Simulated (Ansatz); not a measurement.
CH4InNO2, SMILES `N=C(O)[O][InH2]`. Charge 0, multiplicity 1. In: def2 effective core potential. All single points use the PBE0-D4/def2-TZVP geometry. It is one conformer, not always the lowest.

```xyz
9

N    -0.409   -0.389    1.488
C    -0.880   -0.357    0.305
O    -2.140   -0.776    0.095
O    -0.343    0.030   -0.832
In    1.536    0.724   -1.108
H     0.546   -0.052    1.534
H    -2.467   -1.041    0.964
H     1.688    1.074   -2.760
H     2.468    0.786    0.314
```

Q: What is the dipole moment at ωB97M-V/def2-TZVPP? (Estimate.)

A: Ansatz gave: 3.99 D, with components (3.42, 1.44, -1.48) D in this frame, pointing from negative to positive charge.

Q: And with PBE, r2SCAN, B3LYP? (An estimate is asked.)

A: Ansatz gave: PBE 3.68 D, r2SCAN 3.81 D, B3LYP 3.91 D.

Q: Give the Mulliken charges with ωB97M-V, B3LYP, PBE in def2-TZVPP. (Estimate.)

A: The calculation gave: 
```tsv
atom	ωB97M-V	B3LYP	PBE
N1	-0.39	-0.38	-0.36
C2	0.36	0.32	0.23
O3	-0.27	-0.28	-0.24
O4	-0.48	-0.46	-0.39
In5	0.59	0.67	0.59
H6	0.10	0.12	0.13
H7	0.20	0.21	0.21
H8	-0.05	-0.09	-0.08
H9	-0.06	-0.10	-0.09
```

B3LYP here is the variant with VWN-RPA as its local correlation; programs differ in this.
